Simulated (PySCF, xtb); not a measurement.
C₃H₃, SMILES [CH2]C#C (connectivity only; charge and spin as stated), charge +1, multiplicity 1.

GFN2-xTB in xtb at its own geometry gives an orbital gap of 1.55 eV.

The structure is a stationary point at PBE0-D3(BJ)/def2-TZVP. The spin state was assumed, not searched. The isomer is the one that the SMILES or the coordinates give; other isomers of the formula were not compared.

**Question.** What does M06-2X/def2-TZVPD (PySCF) give? (The exact figures need the calculation; the answer reports its results.)

**Answer.** gap 6.58 eV (levels -16.67 and -10.09 eV).
